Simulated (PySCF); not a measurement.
Start geometry of `C=[C](Br)[Ga]([CH3])[F]` from GFN2-xTB (Å):
```
atom  x, y, z in Å
C1     2.5400    0.4624    0.4112
C2     1.3014    0.3081   -0.0831
Br3    0.9016    0.5398   -1.9547
Ga4   -0.4293   -0.1967    0.7477
C5    -2.2673   -0.4270   -0.1768
F6    -0.2927   -0.4496    2.4839
H7     2.6903    0.3446    1.4677
H8     3.3905    0.7731   -0.1977
H9    -2.9507   -0.8649    0.5738
H10   -2.6572    0.5475   -0.4669
H11   -2.1885   -1.0631   -1.0360
```

Question: What comes out of this run: PBE0-D3(BJ)/def2-SVP geometry optimisation, gas phase (PySCF)?

Answer: 
```
atom  x, y, z in Å
C1     2.3939    0.4546    0.4380
C2     1.2546    0.3180   -0.2467
Br3    1.2141    0.6148   -2.1280
Ga4   -0.4288   -0.1814    0.6065
C5    -2.2314   -0.4260   -0.0761
F6    -0.1425   -0.4245    2.3326
H7     2.3792    0.2756    1.5184
H8     3.3453    0.7366   -0.0256
H9    -2.8775   -0.8782    0.6883
H10   -2.6517    0.5492   -0.3669
H11   -2.2173   -1.0644   -0.9718
```

The energy falls by 5.2 kcal/mol over 8 energy and gradient evaluations, the largest force component goes from 0.0378 to 2.7e-04 Eh/bohr, and the atoms move by 0.198 Å rms after alignment. The bond that changes most is Ga4–C5 (ends: gallium bonded to 2 C and F; methyl carbon), which shortens by 0.127 Å. Bonds longer at the end by more than 0.005 Å: 4 of 10; shorter: 5. Among the angles that change most is Br3–C2–Ga4, from 104.8° to 116.9°. Rotational constants go from 2631, 904.4, 675.9 to 2916, 822.0, 643.8 MHz. The orientation of the end geometry is arbitrary; only internal coordinates are fixed.

The run used 145 basis functions and 55 SCF cycles in all. The run took 91 s on an Arm Neoverse V2 with one thread, no GPU, shared host, and the process peaked at 0.63 GiB of memory.

No PBE0-D3(BJ)/def2-SVP frequencies stand behind this structure, so it isn't proved a minimum. One conformer, not necessarily the lowest.
